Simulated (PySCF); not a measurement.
In(H)(I)2, HI2In, SMILES [I][InH][I], PBE0/def2-SVP optimised geometry.

```
4

In    -0.14     0.00     0.00
H      1.58     0.00     0.00
I     -1.57     2.25     0.00
I     -1.58    -2.25     0.00
```

Density from PBE0/def2-TZVP, def2 effective core potentials past Kr (PySCF 2.14.0) at that geometry. The core electrons that the potentials of I, In replace are not part of the density.

Minimum of the electron density along straight lines between bonded atoms, close to the bond critical point (lines longer than 1.1 times the sum of covalent radii, or with two minima, are not listed):

```tsv
bond	length / Å	ρ at the minimum / e bohr⁻³	∇²ρ there / e bohr⁻⁵	position (fraction from the first atom)
In1–H2	1.714	[?]	[?]	0.64
In1–I3	2.668	0.065	0.08	0.46
In1–I4	2.668	0.065	0.08	0.46
```

Problem. Complete the blanks.

Solution. 
- In1–H2, ρ at the minimum / e bohr⁻³: 0.108
- In1–H2, ∇²ρ there / e bohr⁻⁵: 0.09
